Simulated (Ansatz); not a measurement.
Consider the redistribution: `F[Si](F)(F)BCl` + `N[SiH2]C[SiH2]Cl` → `F[Si](F)(F)[SiH2]Cl` + `N[SiH2]CBCl`.

Program: Ansatz. Geometries: PBE0-D4/def2-TZVP. ΔE: electronic, gas phase. CCSD(T)/CBS adds triple-zeta CCSD(T) − MP2 to the extrapolated MP2 energy (def2 sets, frozen cores). Functionals use def2-TZVPP. Each species was taken in one conformer, which may not be the lowest.

| level | ΔE (kcal/mol) |
| --- | --- |
| ωB97M-V | -5.6 |
| MP2/def2-TZVPP | -5.2 |

Question: What does CCSD(T)/CBS give? (Estimate.)

Answer: Ansatz gave: -5.4 kcal/mol. The listed levels differ from it by -0.2, 0.2 kcal/mol.

Largest T1 diagnostic among the species: 0.013.
